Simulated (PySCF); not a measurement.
AlH₂F, SMILES [F][AlH2]. Geometry optimised at TPSSh-D3(BJ)/def2-TZVP.

Method: PySCF 2.14.0 with TPSSh-D3(BJ)/def2-TZVP.

Harmonic wavenumbers (cm⁻¹): 546, 622, 763, 837, 1975, 1987. Rotational constants (GHz): 127.7, 14.70, 13.18; symmetry number 2.

Question: Work out the zero-point energy and the ideal-gas rigid-rotor harmonic-oscillator thermochemistry at 298.15 K and 1 atm.

Answer: ZPE = ½ Σ hcν = ½ × 6731 cm⁻¹ = 40.26 kJ/mol. H − E(el) = 51.49 kJ/mol. Entropy in J/(mol K): translation 157.03, rotation 78.34, vibration 5.80, total 241.17. G − E(el) = -20.42 kJ/mol. Cp = 47.75 J/(mol K).
